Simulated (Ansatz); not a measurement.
C6H8Si (`[SiH3]c1ccccc1`) at its PBE0-D4/def2-TZVP geometry, where that method's forces vanish. Charge 0, multiplicity 1.

```tsv
atom	x (Å)	y (Å)	z (Å)
Si1	-1.821	0.138	1.655
C2	-0.435	0.048	0.407
C3	0.776	-0.570	0.723
C4	1.795	-0.664	-0.212
C5	1.620	-0.137	-1.483
C6	0.425	0.484	-1.815
C7	-0.591	0.576	-0.876
H8	-2.641	1.354	1.412
H9	-1.258	0.181	3.031
H10	-2.714	-1.049	1.558
H11	0.930	-0.981	1.716
H12	2.729	-1.146	0.053
H13	2.417	-0.208	-2.215
H14	0.286	0.901	-2.806
H15	-1.518	1.071	-1.148
```

(1) For each bond, give half the difference of the two atoms' forces along it (eV/Å; positive pushes the atoms apart) under PBE-D4, r2SCAN-D4, B3LYP-D4, ωB97M-V in def2-TZVPP. (Best estimate.)

## Answers

(1) Computed: 
```tsv
bond	length (Å)	PBE-D4	r2SCAN-D4	B3LYP-D4	ωB97M-V
Si1–C2	1.867	-0.14	-0.08	0.01	0.09
Si1–H9	1.487	0.07	-0.03	-0.07	-0.11
Si1–H10	1.489	0.08	-0.01	-0.07	-0.13
C2–C3	1.396	0.14	0.12	0.09	0.02
C2–C7	1.396	0.13	0.12	0.09	0.02
C3–C4	1.386	0.11	0.07	0.09	0.06
C3–H11	1.086	0.00	-0.09	-0.14	-0.08
C4–C5	1.387	0.12	0.09	0.11	0.05
C4–H12	1.084	0.01	-0.09	-0.14	-0.10
C5–C6	1.387	0.12	0.09	0.11	0.05
C5–H13	1.084	0.00	-0.09	-0.15	-0.09
C6–C7	1.386	0.11	0.07	0.09	0.06
C6–H14	1.084	0.01	-0.09	-0.14	-0.10
C7–H15	1.086	0.00	-0.09	-0.14	-0.08
```

B3LYP here is the variant with VWN-RPA as its local correlation; programs differ in this.
